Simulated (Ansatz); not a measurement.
Input file:

```yaml
crystal:
  periodic: [false, false, false]
  atoms:
    - { symbol: C, position_ang: [-2.3333, 0.9064, 0.5905] }
    - { symbol: C, position_ang: [-0.9702, 0.5344, 0.8208] }
    - { symbol: F, position_ang: [-0.4895, 0.8456, 2.0296] }
    - { symbol: C, position_ang: [-0.0624, -0.0657, -0.0611] }
    - { symbol: "N", position_ang: [-0.5457, -0.4648, -1.3318] }
    - { symbol: "N", position_ang: [1.1578, -0.3313, 0.3417] }
    - { symbol: Si, position_ang: [2.6426, -0.6567, -0.4274] }
    - { symbol: H, position_ang: [-3.0221, 0.317, 1.1302] }
    - { symbol: H, position_ang: [-2.5224, 1.994, 0.9753] }
    - { symbol: H, position_ang: [-2.6641, 0.9309, -0.4528] }
    - { symbol: H, position_ang: [-0.0331, -1.266, -1.6133] }
    - { symbol: H, position_ang: [-1.5264, -0.6199, -1.3637] }
    - { symbol: H, position_ang: [1.2798, 0.0726, 1.2507] }
    - { symbol: H, position_ang: [3.5072, -1.222, 0.5964] }
    - { symbol: H, position_ang: [2.3794, -1.6472, -1.5222] }
    - { symbol: H, position_ang: [3.1795, 0.6502, -0.9187] }
basis:
  gaussian: { orbitals: STO-3G }
hamiltonian:
  xc: r2scan
  dispersion: d4
relax:
  f_tol: 0.02
  max_steps: 50
```

Command:

```bash
$ ansatz run input.yaml --threads 1 --pin off --max-ram 2048MiB --backend cpu --events-out ev --progress --plain --runs-dir out
```

Hardware: 1 thread of Arm Neoverse V1, with other jobs on the host.

Q: Roughly how long does this run take, and how much memory?

A: 3.4 min, with a peak of 0.18 GiB, for 28 ionic steps.
